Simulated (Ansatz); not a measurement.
The cluster SiW2. Charge 0, multiplicity 5. Geometry PBE0-D4/def2-TZVP; atoms count from 1.

```xyz
3

W    -0.5825   -1.2025    0.1531
W     0.0212    0.8152    1.0694
Si    0.5613    0.3873   -1.2226
```

In the def2 sets W takes a core potential; there is no spin–orbit coupling. At PBE0-D4/def2-TZVP a broken-symmetry singlet of charge 0 lies 1.20 eV below the quintet, each at its own geometry. The structure comes from a short search, and lower isomers may exist.

Q: Estimate the Mulliken populations from the PBE0/def2-TZVP orbitals of Ansatz.

A: 
```csv
atom,charge (e),spin (α − β),d electrons
W1,0.11,2.09,4.54
W2,0.11,2.09,4.54
Si3,-0.21,-0.18,–
```
Mulliken values and Mayer orders depend strongly on the basis.

Q: Where does the spin sit?

A: Summed by element: W 4.18, Si -0.18, of 4 unpaired in all. Largest on single atoms: W1 2.09, W2 2.09, Si3 -0.18.

Q: And the Mayer bond orders between bonded heavy atoms (over 0.3)?

A: W1–W2 2.75 (2.30 Å); W1–Si3 1.51 (2.39 Å); W2–Si3 1.51 (2.39 Å).
